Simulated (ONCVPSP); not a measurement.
**Configuration tests for Pb (ONCV)**

ONCVPSP 4.0.1 input, shortened (lines: element, Z, core and valence counts, functional; n l f; lmax; l rc ep ncon nbas qcut; lloc lpopt rc5 dvloc0; l nproj debl; icmod fcfact rcfact), PBE, fully relativistic:

```
  Pb 82.00   13    2        4      upf
    1    0    2.00
    2    0    2.00
    2    1    6.00
    3    0    2.00
    3    1    6.00
    3    2   10.00
    4    0    2.00
    4    1    6.00
    4    2   10.00
    4    3   14.00
    5    0    2.00
    5    1    6.00
    5    2   10.00
    6    0    1.00
    6    1    3.00
    1
    0    2.00    0.00    4    7    3.10
    1    2.50    0.00    4    7    3.10
    0    5    2.00    0.00
    0    0    1.80
    1    2    0.30
    1    0.35    0.00
```

Open shells are filled in proportion to 2j + 1.

Energies are relative to the spin-unpolarised reference configuration 6s1 6p3; without spin polarisation the order of configurations can differ from experiment.

```csv
valence configuration,charge,ΔE all-electron (eV),error AE − PS (meV)
6s2 6p1,+1,-1.869,-8.2
6s2 6p0,+2,11.736,-38
6s1 6p0,+3,44.145,-346
```

Question: What are ΔE and the potential's error for 6s2 6p2?

Answer: ΔE = -8.567 eV all-electron; the error (AE − PS) is -29 meV.

Levels in the configuration 6s2 6p0:

```
   level  all-electron (eV)  pseudo (eV)
6s j=1/2            -27.432      -27.555
```
